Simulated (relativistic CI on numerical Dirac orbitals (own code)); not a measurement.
Calculated at this level of theory: Dirac-Coulomb-Breit CI, orbitals from a KLI potential per configuration, a model potential for QED, valence Slater integrals scaled by 0.9, configuration energies shifted to the measured levels that pair with them (semi-empirical) (own radial code, finite nucleus).

Configurations in the expansion (outside the closed core [Ar] 3d10): 4s2.4p, 4s.4p2, 4s2.4d, 4s2.5s, 4p3, 4s2.5p, 4s.4p.4d, 4s.4p.5s, 4s2.4f, 4s.4p.4f, 4p.4d2, 4p2.4d, 4s2.5d, 4s2.6s, 4s.4d2, 4s2.6p, 4s2.5f, 4s.4p.5p, 4s2.5g, 4p.4f2, 4s2.6d, 4p2.4f, 4s2.6f, 4s.4p.5d, 4s.4d.4f, 4s.4p.6s, 4p2.5s, 4s.4p.6p, 4s.4p.5f, 4s.4p.5g. Levels of other configurations are missing.

Configurations whose levels could be paired with our table of measured levels were shifted onto them, all but the ground configuration, by the median error of their levels; single terms can still be off by 1,000 to 2,000 cm⁻¹ or more, and rates follow the energies as ν³ (E1, M1) or ν⁵ (E2). The others borrow a shift and can be off by several thousand cm⁻¹ or more. 39 of the 43 excited levels that our extract of the measured tables holds in this range could be paired (the sources list more); they are missed by 1146 cm⁻¹ on average and 5114 at most, after the shifts were fitted to these levels, and levels without a partner can miss by more.

Outline of the computed level scheme of Kr VI. Lowest level of each configuration: 4s2.4p 2P°_1/2 at 0.0000 eV; 4s.4p2 4P_1/2 at 13.2830 eV; 4s2.4d 2D_3/2 at 27.5436 eV; 4s2.5s 2S_1/2 at 34.1428 eV; 4p3 2D°_3/2 at 34.1678 eV; 4s.4p.4d 4F°_3/2 at 38.5302 eV; 4s2.5p 2P°_1/2 at 40.1915 eV; 4s2.4f 2F°_7/2 at 44.7798 eV; 4s.4p.5s 4P°_1/2 at 48.4748 eV.

Some strong electric-dipole decays among the lowest 45 levels: 4s.4p.4d 2D°_5/2 → 4s.4p2 2P_3/2 (3.7e+10 s⁻¹); 4s.4p.4d 2D°_3/2 → 4s.4p2 2P_1/2 (3.2e+10 s⁻¹); 4s.4p.4d 4D°_7/2 → 4s.4p2 4P_5/2 (3.1e+10 s⁻¹); 4s.4p.4d 4D°_1/2 → 4s.4p2 4P_1/2 (2.9e+10 s⁻¹); 4s2.4d 2D_5/2 → 4s2.4p 2P°_3/2 (2.6e+10 s⁻¹); 4s2.4d 2D_3/2 → 4s2.4p 2P°_1/2 (2.3e+10 s⁻¹); 4s.4p.4d 2P°_3/2 → 4s.4p2 2S_1/2 (2.2e+10 s⁻¹); 4s.4p.4d 4P°_1/2 → 4s.4p2 4P_3/2 (2.1e+10 s⁻¹).

LS names give the leading component of a level, which can be under half, so a name can repeat, a term be missing and a line seem to break the LS rules.
